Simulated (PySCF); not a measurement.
PySCF job for germanium monotelluride anion (GeTe), SMILES [Ge]=[Te] (connectivity only; charge and spin as stated), charge -1, multiplicity 2, PBE-D3(BJ)/def2-TZVPD. Geometry optimised at PBE-D3(BJ)/def2-TZVPD. The multiplicity is an assumed one; other spin states were not compared. The def2 effective core potentials stand for the cores of Te; spin–orbit coupling is left out.

```python
import numpy as np
from pyscf import gto, scf, dft, df
from pyscf.hessian import thermo

mol = gto.M(
    atom='''
    Ge    0.00000000    0.00000000   -1.54155652
    Te    0.00000000    0.00000000    0.94865017
    ''',
    basis='def2-TZVPD',
    ecp={'Te': 'def2-tzvp'},
    charge=-1,
    spin=1,
    max_memory=1600,
    verbose=3,
)
mf = dft.UKS(mol, xc='pbe').density_fit(auxbasis='def2-universal-jkfit')
mf.disp = 'd3bj'
mf.grids.level = 3
mf.conv_tol = 1e-11
mf.max_cycle = 100
mf.kernel()
fine, coarse = mf.grids, dft.Grids(mol).set(level=1).build(with_non0tab=True)
for _ in range(3):  # follow internal instabilities
    mf.grids = coarse
    mo, _, stable, _ = mf.stability(return_status=True, nroots=4)
    mf.grids = fine
    if stable:
        break
    mf.kernel(mf.make_rdm1(mo, mf.mo_occ))

# [left out here: the lines that compute and print the analytic Hessian (its translational invariance restored by hand, since the grid's response is missing), thermochemistry and intensities]
```

Output:

```

WARN: HOMO -0.451074212437586 >= LUMO -0.45107421243761

converged SCF energy = -2344.78412909736  <S^2> = 0.75505538  2S+1 = 2.005049
<class 'pyscf.df.df_jk.DFUKS'> wavefunction is stable in the internal stability analysis

WARN: DFTD3 does not support analytical Hessian, using finite difference


WARN: Mole.unit (angstrom) is changed to Bohr

Mode                                 0
Irrep
Freq [cm^-1]                      255.7203
Reduced mass [au]                  86.0815
Force const [Dyne/A]                3.3166
Char temp [K]                     367.9246
Normal mode                   x     y     z
       0  Ge                 0.00  0.00 -0.09
       1  Te                 0.00  0.00  0.05
temperature 298.1500 [K]
pressure 101325.00 [Pa]
Rotational constants [GHz] inf 1.76080 1.76080
Symmetry number 1
Zero-point energy (ZPE) 0.00058 [Eh]   1529.547 [J/mol]
                           tot       elec      trans        rot        vib
Entropy [J/mol/K]       263.908      5.763    174.839     76.231      7.074
Cv [J/mol/K]             28.121      0.000     12.472      8.314      7.335
Cp [J/mol/K]             36.436      0.000     20.786      8.314      7.335
Internal energy [J/mol]                      3718.434   2478.956   2785.834
Internal energy [Eh]   -2344.78071  -2344.78413
Enthalpy [J/mol]                             6197.391   2478.956   2785.834
Enthalpy [Eh]          -2344.77976
Gibbs free energy [J/mol]                  -45930.895 -20249.460    676.621
Gibbs free energy [Eh] -2344.80973
mode   freq/cm-1   IR/(km/mol)
   1      255.72        10.958
max |gradient| / (hartree/bohr): 2.539640712016943e-05
APT charges: [-0.1578 -0.8422]
```

The calculation finished and met its thresholds.

Cost: very roughly 70 core-seconds.
